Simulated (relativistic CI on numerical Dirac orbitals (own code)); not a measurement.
Tm⁴⁺ (4f11) in a crystal field

Calculated by Dirac-Coulomb-Breit CI, KLI orbitals optimised for each configuration, QED by a radiative potential, one configuration in a parametric crystal field, unscaled Slater integrals (own radial code). With so little scaling, terms lie 10 to 35 % too far apart, which can change the order of excited levels.

Field parameters in Wybourne normalisation. The field is a parameter set, without covalency.

S and J are read from ⟨S²⟩ = S(S + 1) and ⟨J²⟩ = J(J + 1) of each level; they are not fictitious spins.

D3d, B20 = -1240, B40 = -2360, B43 = -2580, B60 = 590, B63 = -800, B66 = -1010 cm⁻¹, the lowest 16 levels:

| E (cm⁻¹) | Degeneracy | Irrep | S | J |
| --- | --- | --- | --- | --- |
| 0.0 | 2 | Γ5+Γ6 | 1.48 | 7.50 |
| 103 | 2 | Γ4 | 1.48 | 7.50 |
| 246 | 2 | Γ4 | 1.48 | 7.50 |
| 419 | 2 | Γ5+Γ6 | 1.48 | 7.50 |
| 509 | 2 | Γ4 | 1.48 | 7.50 |
| 762 | 2 | Γ4 | 1.48 | 7.50 |
| 941 | 2 | Γ5+Γ6 | 1.48 | 7.50 |
| 1021 | 2 | Γ4 | 1.48 | 7.50 |
| 7687 | 2 | Γ4 | 1.49 | 6.50 |
| 7832 | 2 | Γ4 | 1.49 | 6.49 |
| 7931 | 2 | Γ5+Γ6 | 1.49 | 6.49 |
| 8011 | 2 | Γ4 | 1.49 | 6.50 |
| 8215 | 2 | Γ4 | 1.49 | 6.50 |
| 8270 | 2 | Γ5+Γ6 | 1.49 | 6.50 |
| 8340 | 2 | Γ4 | 1.49 | 6.50 |
| 12256 | 2 | Γ4 | 1.40 | 5.50 |

Principal g values of the ground doublet: 0.00, 0.00, 15.28.

C2v, B20 = 770, B22 = -160, B40 = 630, B42 = -770, B44 = -660, B60 = 950, B62 = -60, B64 = 640, B66 = 960 cm⁻¹, the lowest 10 levels:

| E (cm⁻¹) | Degeneracy | S | J |
| --- | --- | --- | --- |
| 0.0 | 2 | 1.48 | 7.50 |
| 14.0 | 2 | 1.48 | 7.50 |
| 173 | 2 | 1.48 | 7.50 |
| 220 | 2 | 1.48 | 7.50 |
| 385 | 2 | 1.48 | 7.50 |
| 478 | 2 | 1.48 | 7.50 |
| 625 | 2 | 1.48 | 7.50 |
| 710 | 2 | 1.48 | 7.50 |
| 7733 | 2 | 1.49 | 6.50 |
| 7768 | 2 | 1.49 | 6.50 |

Principal g values of the ground doublet: 3.49, 7.25, 8.53.

C2v, B20 = 190, B22 = 150, B40 = -1150, B42 = -560, B44 = 500, B60 = -840, B62 = 220, B64 = 810, B66 = -690 cm⁻¹, the lowest 10 levels:

| E (cm⁻¹) | Degeneracy | S | J |
| --- | --- | --- | --- |
| 0.0 | 2 | 1.48 | 7.50 |
| 36.3 | 2 | 1.48 | 7.50 |
| 218 | 2 | 1.48 | 7.50 |
| 333 | 2 | 1.48 | 7.50 |
| 430 | 2 | 1.48 | 7.50 |
| 465 | 2 | 1.48 | 7.50 |
| 608 | 2 | 1.48 | 7.50 |
| 677 | 2 | 1.48 | 7.50 |
| 7721 | 2 | 1.49 | 6.50 |
| 7775 | 2 | 1.49 | 6.50 |

Principal g values of the ground doublet: 3.83, 5.07, 9.23.

The next free-ion level lies 7542 cm⁻¹ above the lowest; the field splits the ground level into components whose J stays near 15/2 as long as their spread is small against that gap.

Levels of this model without a field, named by their leading LS term: ⁴I°15/2 0, ⁴I°13/2 7542, ⁴I°11/2 11995, ⁴I°9/2 15004, ⁴F°9/2 20392, ²H°11/2 24441, ⁴S°3/2 25411, ⁴F°7/2 27398 cm⁻¹.
